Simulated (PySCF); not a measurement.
# Correlation energy of Be (beryllium, neutral)

[He] 2s1 2p1, 2s spin antiparallel (an excited configuration). All numbers are calculated (PySCF 2.14, no relativity, point nucleus, in aug-cc-pV5Z). Frozen: 1s2; 2 electrons correlated.

Total MP2 correlation energy: -24.04 mhartree.

Same-spin part 0.00 and opposite-spin part -24.04 mhartree; SCS-MP2 scales them by 1/3 and 6/5 to -28.84 mhartree.
